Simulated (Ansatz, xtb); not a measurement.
## Relative energy of two structures of ClGe2H4N

Structure I: a singlet given by its coordinates. Structure II: a singlet given by its coordinates. Both are isolated molecules in the gas phase, relaxed with PBE-D3(BJ)/def2-SVP.

I (Å):

```xyz
8

Cl    3.4534   -0.4848    0.0547
Ge    0.3197    0.4438   -1.1167
Ge    2.4650   -0.5771   -1.9841
N     0.7887   -1.5292   -1.1036
H     1.0076   -1.9380   -0.1858
H     0.2116   -2.1742   -1.6567
H    -0.0083    0.6888    0.3898
H    -1.0444    0.3824   -1.8877
```

Close contacts (Å): Cl1–Ge3 2.27, Ge2–Ge3 2.53, Ge2–N4 2.03, Ge3–N4 2.12, Ge2–H7 1.56, Ge2–H8 1.57, N4–H5 1.03, N4–H6 1.03.

II (Å):

```xyz
8

Cl   -1.3311    0.7391   -0.0961
Ge   -1.7900   -0.6864   -1.7733
Ge    1.5162    0.0420   -1.7910
N    -0.0609   -0.7900   -2.3956
H     0.0761   -1.4026   -3.2105
H     2.6249   -0.4659   -2.7543
H     1.3789    1.5787   -1.8935
H     1.8245   -0.3948   -0.3401
```

Close contacts (Å): Cl1–Ge2 2.25, Ge2–N4 1.84, Ge3–N4 1.88, Ge3–H6 1.55, Ge3–H7 1.55, Ge3–H8 1.55, N4–H5 1.03.

Energies in hartree; the thermal terms are from PBE-D3(BJ)/def2-SVP harmonic frequencies (ideal gas, rigid rotor, one conformer each, 298.15 K, 1 atm) and include the zero-point energy:

|  | I | II |
| --- | --- | --- |
| E, CCSD(T)/def2-SVP | −4667.141715 | −4667.157881 |
| E, MP2/def2-SVP | −4667.091744 | −4667.109128 |
| E, MP2/def2-TZVPP | −4667.997385 | −4668.011953 |
| zero-point energy | 0.042040 | 0.039323 |
| H(298 K) − E | 0.049932 | 0.047193 |
| G(298 K) − E | 0.009357 | 0.006083 |

Q: Correct the CCSD(T) difference for the basis set by the MP2 change, then work out ΔE, ΔE₀, ΔH and ΔG for I → II in kcal/mol (1 Eh = 627.51 kcal/mol) and the equilibrium ratio [II]/[I].

A: 1. Differences II − I: CCSD(T) −0.016166, MP2 in the small set −0.017384, MP2 in the large set −0.014568 Eh.
2. ΔE = −0.016166 + (−0.014568 − (−0.017384)) = −0.013350 Eh = −8.38 kcal/mol.
3. ΔE₀ = ΔE + ΔZPE = −0.013350 + (−0.002717) Eh = −10.08 kcal/mol.
4. ΔH = ΔE + (−0.002739) Eh = −10.10 kcal/mol.
5. ΔG = ΔE + (−0.003274) Eh = −10.43 kcal/mol, so ΔS = (ΔH − ΔG)/T = +4.7 J/(mol K).
6. kT = 0.9442 mEh, so K = [II]/[I] = exp(−ΔG/kT) = exp(+17.61) ≈ 4.4 × 10^7.

Structure II is favoured at this temperature. An error of 1 kcal/mol in ΔG would change K by a factor of 5.4. Mirror images and further conformers aren't counted.

Other levels gave ΔE = −2.7 (GFN2-xTB); −43.7 (HF/STO-3G, GFN2-xTB geometries); −9.4 (r2SCAN-D4/def2-SVP, GFN2-xTB geometries); −1.4 (PBE-D3(BJ)/def2-SVP); −15.3 (HF/def2-SVP); −10.9 (MP2/def2-SVP); −10.1 (CCSD(T)/def2-SVP) kcal/mol. The correlated steps freeze 24 core orbitals; the filled d shell of Ge is correlated, in a basis made for valence electrons. Programs: Ansatz 0.2.0, xtb 6.7.1.
